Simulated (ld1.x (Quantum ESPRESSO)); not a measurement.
## titanium: from the effect back to the setting (TM)

Base potential:

| Quantity | Value |
| --- | --- |
| Element | Ti (Z = 22) |
| Generator | ld1.x (Quantum ESPRESSO) 7.5 |
| Type | norm-conserving Troullier–Martins (Kleinman–Bylander form) |
| Functional | PBE |
| Relativity | scalar-relativistic |
| Frozen core | [Ar] |
| Valence charge | 4 |
| Reference configuration | 3d2 4s1 4p0 (charge +1) |
| Partial waves | 4s (bound): rc 2.30 bohr; 3d (bound): rc 1.55 bohr; 4p (bound, empty): rc 2.50 bohr |
| Local potential | the p channel |
| Core correction | none |

Cutoffs, loose and tight: the cutoffs (Ry, on a coarse ladder) from which the occupation-weighted sum of valence levels, in a spherical-Bessel basis at the reference potential, stays within 10 and 1 mRy of its value at 400 Ry. They do not see the model core or the augmentation charge, which bear on the density cutoff. Test errors are all-electron minus pseudo excitation energies from the reference, over the configurations 3d2 4s2 4p0; 3d2 4s0 4p0; 3d1 4s0 4p0; 3d3 4s0 4p0; 3d2 4s1.5 4p0; 3d2 4s1 4p1; 3d2 4s0 4p1; variants that change the core or the reference have their own tests.

Only the d radius is moved (1 further runs of the sweep failed or gave no value and are left out):

| d radius (bohr) | cutoff, loose | cutoff, tight | bound ghosts | largest test error (meV) |
| --- | --- | --- | --- | --- |
| 1.22 | 110 Ry | 140 Ry | s | -187 |
| 1.36 | 90 Ry | 110 Ry | s | -181 |
| 1.5 | 80 Ry | 90 Ry | s | -171 |
| 1.88 | 55 Ry | 70 Ry | s | +234 |
| 1.98 | 50 Ry | 60 Ry | s | +260 |
| 2.16 | 50 Ry | 55 Ry | s | +307 |
| 2.34 | 40 Ry | 50 Ry | s | +388 |

One more run gave cutoff, loose: 70 Ry; cutoff, tight: 80 Ry; bound ghosts: s; largest test error (meV): +185. Which value of the d radius was used?

1.68 bohr. The tight cutoff moves one way along this sweep, from 140 Ry at 1.22 to 50 Ry at 2.34 bohr, which places the run between 1.5 and 1.88 bohr.
